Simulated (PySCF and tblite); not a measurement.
Values are calculated unless marked as measured or tabulated.
**Dynamics report: ring inversion**

System: C7H12, numbered as in [CH2:1]=[C:2]1[CH2:3][CH2:4][C@@H:5]([CH3:6])[CH2:7]1.

Motion: inversion of the 5-membered ring (2–3–4–5–7). Level: PBE0/pcSseg-1 + D3(BJ) on GFN2-xTB stationary points, with GFN2-xTB thermal terms. Rate constants are transition-state-theory values, counting equivalent paths, without tunnelling. (PySCF 2.14 with density fitting, tblite 0.8.)

```tsv
point	symmetry	E(GFN2) kcal/mol	E(DFT) kcal/mol	ZPE change kcal/mol	lowest mode cm⁻¹	dipole D
start (twist)	C1	0.0	0.0	0.00	68	0.62
saddle (envelope)	C1	2.2	2.3	0.09	70i	0.53
end (between envelope and twist)	C1	0.3	0.5	0.10	58	0.60
```

```json
{"Electronic barrier": "2.3 kcal/mol", "Barrier with zero-point energy": "2.4 kcal/mol", "ΔH‡ (298 K)": "1.9 kcal/mol", "ΔS‡ (298 K, symmetry apart)": "-3.2 cal/(mol K)", "Paths": "1 equivalent path", "End point": "a different minimum", "Mean lifetime of the start against this motion at 298 K": "20 ps", "Cost": "89 s on 1 thread of Arm Neoverse V1 (shared host) (rough), peak memory 0.85 GiB, launched as `OMP_NUM_THREADS=1 python ens_run.py task.json out`"}
```

| T/K | ΔG‡ kcal/mol | k s⁻¹ | ΔG kcal/mol | k back s⁻¹ |
| --- | --- | --- | --- | --- |
| 150 | 2.5 | 6.4×10⁸ | 0.6 | 4.6×10⁹ |
| 200 | 2.6 | 5.6×10⁹ | 0.6 | 2.6×10¹⁰ |
| 250 | 2.7 | 2.1×10¹⁰ | 0.6 | 7.3×10¹⁰ |
| 298 | 2.9 | 4.9×10¹⁰ | 0.7 | 1.5×10¹¹ |
| 350 | 3.0 | 9.4×10¹⁰ | 0.7 | 2.5×10¹¹ |
| 400 | 3.2 | 1.5×10¹¹ | 0.7 | 3.6×10¹¹ |
| 500 | 3.5 | 3×10¹¹ | 0.8 | 6.3×10¹¹ |

ΔG and ΔG‡ leave out symmetry numbers and mirror images; rates count paths: 1 out, 1 back.
